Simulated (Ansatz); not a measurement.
Several settings on one geometry of the cluster Si₂Mo₂ (that of the charge 0 singlet, PBE0-D4/def2-SVP). Ansatz on 2 threads of Arm Neoverse V1 on a shared host; times are rough.

Cartesian coordinates in Å:
```
Mo 0.175 0.711 1.165
Mo -1.266 -0.493 0.219
Si 1.039 -1.131 -0.142
Si 0.053 0.913 -1.242
```

Totals from different functionals, basis sets or treatments of relativity can't be compared as stabilities.

In the def2 sets Mo takes a core potential; there is no spin–orbit coupling. LC-ωPBE has ω = 0.4 bohr⁻¹. Correlated methods freeze 10 core orbitals; core or outer-core shells of Mo are correlated, in sets that lack core-valence functions.

(1) Give the basis size and estimate the energy, ⟨S²⟩ and time of these runs.

| run | method | charge | state | further keys |
| --- | --- | --- | --- | --- |
| 1 | RKS ωB97/def2-mTZVP | 0 | singlet | scf: {omitted_lower_state_checks: [starts]}; forces asked |
| 2 | RKS PBE0-DH/def2-SVPD | 0 | singlet | scf: {omitted_lower_state_checks: [starts]} |
| 3 | RKS PBEsol/def2-mTZVPP | 0 | singlet | final_grid: {core_spheres: 20, valence_spheres: 16, degree: 47}; scf: {lower_state_search: light} |
| 4 | UKS LC-ωPBE/def2-SVPD | 0 | singlet | pseudopotentials: {relativity: none}; scf: {omitted_lower_state_checks: [starts]} |

Answers

(1) 
```tsv
run	functions	energy (Eh)	⟨S²⟩	wall time
1	110	-715.1680	–	15 s
2	116	-714.7034	–	8.5 s
3	120	-713.8680	–	18 s
4	116	-714.8340	0.00	24 s
```
